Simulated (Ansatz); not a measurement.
Frontier orbitals of CH$_{5}$PSe (`C[Se]P`).

Charge 0, multiplicity 1. Correlated methods include outer-core shells of Se, which these sets cover unevenly. Scalar relativity is left out up to krypton. Geometry: relaxed with PBE0-D4/def2-TZVP. It is one conformer, not always the lowest. Basis def2-TZVPP, Ansatz.

Orbital energies of one run (eV). Highest occupied ones, from the top: -6.53, -7.43, -9.56, -10.03, -11.02, -12.06, -12.19, -16.31, -18.72, -21.31, -57.99, -58.03, -58.10, -58.29. Empty: -0.52, 0.59, 0.62, 0.97, 2.37, 2.85.

Question: Which functional gave them?
A. PBE0
B. B97M-V
C. revPBE
D. r2SCANh

Answer: A. HOMO energies: PBE0 -6.53, revPBE -5.34, r2SCANh -6.06, B97M-V -5.72 eV.
